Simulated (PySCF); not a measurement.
## Ionisation energy of Au by level of theory

Au [Xe] 4f14 5d10 6s1 (2S) → Au⁺ [Xe] 4f14 5d10 (1S), as a difference of total energies. Calculation: PySCF 2.14, in cc-pVDZ-PP with ECP60MDF (4s4p3d1f, 38 functions); a scalar-relativistic core potential. Correlated levels: valence: 5s2 5p6 frozen. The calculations carry no spin-orbit coupling.

```json
{"method": "UHF", "ionisation energy (eV)": "7.677", "error (eV)": "-1.549"}
{"method": "LDA", "ionisation energy (eV)": "9.880", "error (eV)": "+0.654"}
{"method": "PBE0", "ionisation energy (eV)": "9.207", "error (eV)": "-0.019"}
{"method": "MP2 (valence)", "ionisation energy (eV)": "8.804", "error (eV)": "-0.422"}
{"method": "SCS-MP2 (valence)", "ionisation energy (eV)": "8.649", "error (eV)": "-0.577"}
{"method": "CCSD (valence)", "ionisation energy (eV)": "8.638", "error (eV)": "-0.588"}
{"method": "CCSD(T) (valence)", "ionisation energy (eV)": "8.687", "error (eV)": "-0.539"}
```

Reference: 9.226 eV (measured; NIST Atomic Spectra Database, ionization energies).

Errors of the correlated levels include the incompleteness of this basis and the frozen core.
